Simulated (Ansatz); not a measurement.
**Ligand exchange: C2H3ClO + HI → C2H3IO + HCl**

Species: C2H3ClO (acetyl chloride) `CC(=O)Cl`, singlet; HI (hydrogen iodide), singlet; C2H3IO (acetyl iodide) `CC(=O)I`, singlet; HCl (hydrogen chloride), singlet. The partners trade Cl for I: C–Cl and H–I bonds give way to C–I and H–Cl.

Shapes, held fixed at every level: PBE0-D4/def2-TZVP. Programs: Ansatz 0.2.0. The zero-point and thermal change to 298 K, harmonic and unscaled (PBE0-D4/def2-TZVP), is +2.2 kJ/mol.

**The experiment to reproduce.** Tabulated heats of formation (Active Thermochemical Tables, CRC Handbook of Chemistry and Physics): C2H3ClO -241.5 (ATcT); HI +26.5 (ATcT); C2H3IO -126.4 (CRC); HCl -92.2 (ATcT) kJ/mol, which give ΔH(298 K) = -3.6 kJ/mol.

```tsv
level	kind	ΔH (kJ/mol)	computed − measured
SPW92/def2-TZVPP	LDA	+0.9	+4.5
PBE-D4/def2-TZVPP	GGA	-5.6	-2.0
wB97X-V/def2-TZVPP	range-separated hybrid	+4.8	+8.4
B2PLYP/def2-TZVPP	double hybrid	-3.4	+0.1
MP2/def2-SVP	perturbation theory	+2.5	+6.1
MP2/def2-TZVPP	perturbation theory	-8.8	-5.2
CCSD/def2-TZVPP	coupled cluster or CI	+0.2	+3.7
CCSD(T)/def2-TZVPP	coupled cluster or CI	-2.9	+0.7
```

Nearest: B2PLYP/def2-TZVPP (+0.1); farthest: wB97X-V/def2-TZVPP (+8.4). 8 of 8 levels lie within 10 kJ/mol. The heats of C2H3IO come from older tables and can be uncertain by 10 kJ/mol or more. For atoms past krypton def2 sets carry core potentials with scalar relativity. Outer-core shells of I are correlated in most correlated rows, in sets that cover them unevenly.
